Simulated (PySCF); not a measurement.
A structure optimised at r2SCAN-D4/def2-SVP, used in a PySCF frequency run:

```
C
C 1 1.3715
H 2 1.0904 1 127.74
H 1 1.0934 2 122.31 3 0.00
C 1 1.4296 4 122.95 2 180.00
C 5 1.3715 1 114.74 4 180.00
H 6 1.0904 5 127.74 1 180.00
H 5 1.0934 6 122.31 7 0.00
Se 2 1.8611 3 120.83 1 180.00
```

Write its SMILES, formula and point group.

c1cc[se]c1, C4H4Se, C2v

What are its rotational constants (standard atomic weights)?

7.5680, 3.3838, 2.3383 GHz
